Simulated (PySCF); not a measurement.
Bonds: Al1-Cl2 2.086 Å, Al1-Cl3 2.087 Å, Al1-C4 1.887 Å, C4-C5 1.220 Å. C5 carries H6.

Geometry: PBE0-D3(BJ)/def2-SVP; GIAO absolute shieldings from PySCF 2.14.0 with density-fitted response routines, gas phase, non-relativistic, averaged over equivalent atoms.

At PBE0/pcSseg-1 (pcSseg-2 on Al) (130 basis functions, 6.6 s wall time on 1 thread of an x86-64 server CPU, shared host):
```json
{"atoms": "Al1", "σ (ppm)": "410.4"}
{"atoms": "Cl2/Cl3", "σ (ppm)": "906.9"}
{"atoms": "C5", "σ (ppm)": "77.5"}
{"atoms": "C4", "σ (ppm)": "97.2"}
{"atoms": "H6", "σ (ppm)": "29.07"}
```

**Question.** What do these become at PBE/pcSseg-1 (pcSseg-2 on Al)?

**Answer.** 
```tsv
atoms	σ at PBE/pcSseg-1 (pcSseg-2 on Al)	change
Al1	395.9	-14.5
Cl2/Cl3	871.8	-35.1
C5	78.0	+0.5
C4	94.7	-2.5
H6	29.14	+0.07
```

The largest change is at Cl2/Cl3 (chlorine bonded to Al). Cost: 130 basis functions, 6.7 s wall time on 1 thread of an x86-64 server CPU, shared host.
